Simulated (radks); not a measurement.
Values are calculated unless marked as measured or tabulated.
Trend from C4+ to Ne4+: ionisation energy by Delta-SCF between NIST ground configurations, and size. Level of theory: non-relativistic Kohn-Sham, PBE, spin-polarised, spherical densities, point nucleus; open shells are filled with parallel spins first (a radial shooting solver on a logarithmic mesh with Libxc functionals).

C4+: configuration [He]; configuration of the ion 1s1; IE (eV) 391.21; NIST (eV) 392.09; kind theory; outermost 1s; <r> outermost (bohr) 0.268; r at 0.001 e/bohr^3 (bohr) 1.06
N4+: configuration [He] 2s1; configuration of the ion [He]; IE (eV) 98.367; NIST (eV) 97.890; kind exp.; outermost 2s; <r> outermost (bohr) 1.05; r at 0.001 e/bohr^3 (bohr) 2.14
O4+: configuration [He] 2s2; configuration of the ion [He] 2s1; IE (eV) 112.60; NIST (eV) 113.90; kind exp.; outermost 2s; <r> outermost (bohr) 0.932; r at 0.001 e/bohr^3 (bohr) 2.13
F4+: configuration [He] 2s2 2p1; configuration of the ion [He] 2s2; IE (eV) 114.47; NIST (eV) 114.25; kind semi-emp.; outermost 2s; <r> outermost (bohr) 0.844; r at 0.001 e/bohr^3 (bohr) 2.07
Ne4+: configuration [He] 2s2 2p2; configuration of the ion [He] 2s2 2p1; IE (eV) 127.01; NIST (eV) 126.25; kind exp.; outermost 2s; <r> outermost (bohr) 0.773; r at 0.001 e/bohr^3 (bohr) 2.01

Reference values: NIST Atomic Spectra Database (exp. = measured, semi-emp. = semi-empirical, theory = theoretical value adopted there). Open shells are spherical and high-spin; term and fine-structure splittings are not resolved.
